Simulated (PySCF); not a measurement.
Rh⁺: excitation energy

Rh⁺ [Kr] 4d8 (3F) → Rh⁺ [Kr] 4d7 5p1 (high-spin determinant), as a difference of total energies. All numbers are calculated (PySCF 2.14, a scalar-relativistic core potential, in def2-QZVPPD with the def2 core potential (28 electrons)). Correlated levels: valence: 4s2 4p6 frozen; valence and next inner shell: nothing frozen outside the core potential. The calculations carry no spin-orbit coupling.

```
                                method  excitation energy (cm⁻¹)
                                   UHF                     49498
                                   LDA                     59258
                                   PBE                     57931
                                  PBE0                     57647
                                r2SCAN                     56792
                               LC-wPBE                     59246
                                 wB97X                     62126
                                 HSE06                     57424
                         MP2 (valence)                     59401
                     SCS-MP2 (valence)                     61112
    MP2 (valence and next inner shell)                     58910
SCS-MP2 (valence and next inner shell)                     59408
```

The determinant of the upper state mixes LS terms, which raises its energy above the lowest term, most at the Hartree-Fock and MP2 levels.
